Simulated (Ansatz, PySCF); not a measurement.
This Ansatz (a quantum-chemistry and plane-wave program) input computes a SVWN5/def2-TZVPD energy:

Ansatz 0.2 input:
```yaml
crystal:
  periodic: [false, false, false]
  atoms:
    - {symbol: Si, position_ang: [0.00296417, -0.00425740, 0.93626949]}
    - {symbol: Br, position_ang: [1.06311508, -1.61260081, -0.19795821]}
    - {symbol: Br, position_ang: [-1.06430074, 1.61430377, -0.17654958]}
basis:
  gaussian:
    orbitals: def2-TZVPD
hamiltonian:
  xc: {name: SVWN5}
magnetization: {spin_polarized: true, initial_magnetization: 2}
output: {forces: true}
```

Question: Write an input for the same energy in PySCF and say what it gives.

Answer: 
```python
from pyscf import gto, scf, dft

mol = gto.M(
    atom='''
    Si    0.00296417   -0.00425740    0.93626949
    Br    1.06311508   -1.61260081   -0.19795821
    Br   -1.06430074    1.61430377   -0.17654958
    ''',
    basis='def2-tzvpd',
    charge=0,
    spin=2,
    verbose=4,
)

mf = dft.UKS(mol, xc='svwn').density_fit(auxbasis='def2-universal-jkfit')
mf.grids.level = 3
mf.conv_tol = 1e-9
mf.max_cycle = 100
mf.max_memory = 1500
mf.kernel()
if not mf.converged:
    mf = mf.newton()
    mf.kernel(mf.make_rdm1())
for _ in range(2):
    mo, _, stable, _ = mf.stability(return_status=True)
    if stable:
        break
    mf.kernel(mf.make_rdm1(mo, mf.mo_occ))
mf.analyze()
```
It gives -5429.56852 Eh, and Ansatz -5429.56850 Eh, a difference of 0.02 mEh, from the treatment of integrals and grids.

This is an excited triplet: at this geometry the singlet lies 1.89 eV lower at RI-MP2/CBS(def2-TZVPPD,def2-QZVPPD)+[CCSD(T)-MP2]/def2-TZVPPD.
